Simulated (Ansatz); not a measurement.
Reaction (formal exchange of groups at the Si–F bond): `O[SiH](O)[Si](F)(F)F` + `CCCC` → `O[SiH](O)[SiH](F)F` + `CCC(C)F`

Gas-phase electronic energies from Ansatz, PBE0-D4/def2-TZVP geometries. CCSD(T)/CBS is the MP2 limit (def2-TZVPP, def2-QZVPP) plus CCSD(T) − MP2 in def2-TZVPP, frozen cores. One conformer a species, not always the lowest.

```csv
species,CCSD/CBS(def2) energy (Eh)
`O[SiH](O)[Si](F)(F)F`,-1029.95726
`CCCC`,-158.21329
`O[SiH](O)[SiH](F)F`,-930.69044
`CCC(C)F`,-257.39493
```

Problem. Work out ΔE.

Solution. ΔE = (-930.69044) + (-257.39493) − (-1029.95726) − (-158.21329) = 0.08518 Eh = +223.6 kJ/mol. CCSD(T)/CBS gives +222.5 kJ/mol.

Largest T1 diagnostic among the species: 0.012.

From PBE to PBE0 (25 % exact exchange), in def2-TZVPP and without D4, ΔE moves by +6.3 kJ/mol.
